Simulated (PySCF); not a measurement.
Molecule: `InChI=1S/BF3H3P/c1-5(2,3)4/h1H3`.

Geometry (Å), atoms numbered from 1 in this order:
```xyz
8

B     1.097   -0.033    0.072
P    -0.732    0.015   -0.060
F    -1.420   -0.867   -1.163
F    -1.407    1.399   -0.367
F    -1.573   -0.424    1.191
H     1.322   -1.204    0.312
H     1.313    0.737    0.989
H     1.452    0.357   -1.025
```

Geometry PBE0-D3(BJ)/def2-SVP throughout; GIAO in PySCF 2.14.0 with density-fitted response routines, gas phase, one conformer, non-relativistic; equivalent atoms averaged; basis pcSseg-2.

Task: How do the shifts δ (against BF3·OEt2, H3PO4, CFCl3, TMS at the same level) depend on the functional? (ppm; last column core-seconds on 1 thread of an Arm Neoverse V1, shared host)

Result: 
```tsv
functional	kind	B1	P2	F3/F4/F5	H6/H7/H8	core-s
WP04	global hybrid	-49.5	118.5	-54.4	0.96	17
B97-2	global hybrid	-54.2	115.6	-48.5	1.05	17
BHandHLYP	global hybrid	-51.4	115.5	-39.2	1.00	16
CAM-B3LYP	range-separated hybrid	-55.1	123.5	-37.7	1.06	22
wB97X-D	range-separated hybrid	-54.5	122.7	-38.4	1.06	22
LC-wPBE	range-separated hybrid	-57.1	126.0	-24.5	1.05	27
```

Task: Which nucleus moves most, in ppm?

Result: F3/F4/F5 (fluorine bonded to P): from -54.4 ppm with WP04 to -24.5 ppm with LC-wPBE. The smallest spread is 0.11 ppm, at H6/H7/H8.
